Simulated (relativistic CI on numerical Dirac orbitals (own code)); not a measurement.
## Calculated levels, Cs XXX

Method of calculation: Dirac-Coulomb-Breit CI, separate exchange-only KLI orbitals for each configuration, model QED (radiative potential, 1s self-energy scaled to tabulated hydrogen-like ionisation energies), unscaled Slater integrals (own radial code, finite nucleus).

CI space (outside the closed core [Ne]): 3s2 3p6 3d8, 3s2 3p5 3d9, 3s2 3p4 3d10, 3s 3p6 3d9, 3p6 3d10, 3s 3p5 3d10, 3s2 3p6 3d7 4s, 3s2 3p6 3d7 4p, 3s2 3p6 3d7 4d, 3s2 3p4 3d9 4s, 3s2 3p6 3d7 4f, 3s2 3p5 3d8 4s, 3s2 3p4 3d9 4p, 3s2 3p5 3d8 4p, 3s2 3p4 3d9 4d, 3s2 3p6 3d6 4s2. Levels of other configurations are missing.

The lowest level is 3s2 3p6 3d8 3F_4, with 94 % of that term; Hund's rules for 3s2 3p6 3d8 give 3F with J = 4, in agreement.

| No. | Configuration | Term | J | E (eV) | % | Landé g | Lifetime (s) |
| --- | --- | --- | --- | --- | --- | --- | --- |
| 1 | 3s2 3p6 3d8 | 3F | 4 | 0.000 | 94 | 1.229 |  |
| 2 | 3s2 3p6 3d8 | 1D | 2 | 5.997 | 51 | 1.112 | 3.41e+01 |
| 3 | 3s2 3p6 3d8 | 3F | 3 | 13.939 | 100 | 1.078 | 2.82e-05 |
| 4 | 3s2 3p6 3d8 | 3P | 0 | 16.750 | 71 |  | 3.25e-01 |
| 5 | 3s2 3p6 3d8 | 3P | 2 | 19.744 | 53 | 1.120 | 4.85e-05 |
| 6 | 3s2 3p6 3d8 | 3P | 1 | 23.336 | 100 | 1.496 | 4.41e-05 |
| 7 | 3s2 3p6 3d8 | 1G | 4 | 24.884 | 94 | 1.011 | 5.90e-05 |
| 8 | 3s2 3p6 3d8 | 1D | 2 | 32.667 | 43 | 0.920 | 1.47e-05 |
| 9 | 3s2 3p6 3d8 | 1S | 0 | 49.820 | 70 |  | 6.53e-06 |
| 10 | 3s2 3p5 3d9 | 3F° | 4 | 251.416 | 100 | 1.245 | 3.72e-12 |
| 11 | 3s2 3p5 3d9 | 1D° | 2 | 257.127 | 64 | 1.097 | 2.04e-12 |
| 12 | 3s2 3p5 3d9 | 3D° | 3 | 266.184 | 69 | 1.250 | 1.19e-12 |
| 13 | 3s2 3p5 3d9 | 3P° | 1 | 274.207 | 73 | 1.358 | 1.43e-12 |
| 14 | 3s2 3p5 3d9 | 3D° | 2 | 276.630 | 55 | 1.140 | 1.29e-12 |
| 15 | 3s2 3p5 3d9 | 3P° | 0 | 280.344 | 100 |  | 1.56e-12 |
| 16 | 3s2 3p5 3d9 | 3F° | 3 | 282.938 | 49 | 1.077 | 1.24e-12 |
| 17 | 3s2 3p5 3d9 | 3D° | 1 | 283.666 | 58 | 0.769 | 1.07e-12 |
| 18 | 3s2 3p5 3d9 | 3P° | 2 | 335.987 | 50 | 1.305 | 7.43e-13 |
| 19 | 3s2 3p5 3d9 | 3F° | 2 | 339.753 | 73 | 0.771 | 1.56e-12 |
| 20 | 3s2 3p5 3d9 | 1F° | 3 | 344.673 | 60 | 1.074 | 5.48e-13 |
| 21 | 3s2 3p5 3d9 | 1P° | 1 | 361.229 | 44 | 0.858 | 6.24e-13 |
| 22 | 3s 3p6 3d9 | 3D | 3 | 479.654 | 100 | 1.329 | 1.36e-12 |
| 23 | 3s 3p6 3d9 | 3D | 2 | 482.975 | 58 | 1.098 | 1.53e-12 |
| 24 | 3s 3p6 3d9 | 3D | 1 | 495.005 | 100 | 0.494 | 1.42e-12 |
| 25 | 3s 3p6 3d9 | 1D | 2 | 496.729 | 47 | 1.080 | 1.65e-12 |
| 26 | 3s2 3p4 3d10 | 3P | 2 | 531.897 | 72 | 1.357 | 5.67e-13 |
| 27 | 3s2 3p4 3d10 | 1S | 0 | 539.637 | 58 |  | 5.95e-13 |
| 28 | 3s2 3p4 3d10 | 3P | 1 | 596.433 | 100 | 1.496 | 4.34e-13 |
| 29 | 3s2 3p4 3d10 | 1D | 2 | 608.260 | 72 | 1.111 | 3.94e-13 |
| 30 | 3s2 3p4 3d10 | 3P | 0 | 677.994 | 58 |  | 3.40e-13 |

Energies count from the lowest computed level; ° marks odd parity; lifetimes are radiative, by E1, M1, E2, M2 decay to levels of this space only.

The mean weight of the leading LS term, summed over parents, in these 30 levels is 71 %, and that of the leading jj configuration (from the same eigenvectors) 93 %, so jj coupling describes them better and the LS labels are nominal.

At this charge energies of transitions that change n are usually good to better than 1 %, and those within a shell (Δn = 0) to a few per cent. Terms inside the open d or f shell come out 10 to 20 % too wide with unscaled integrals.

LS names give the leading component of a level, which can be under half, so a name can repeat, a term be missing and a line seem to break the LS rules.
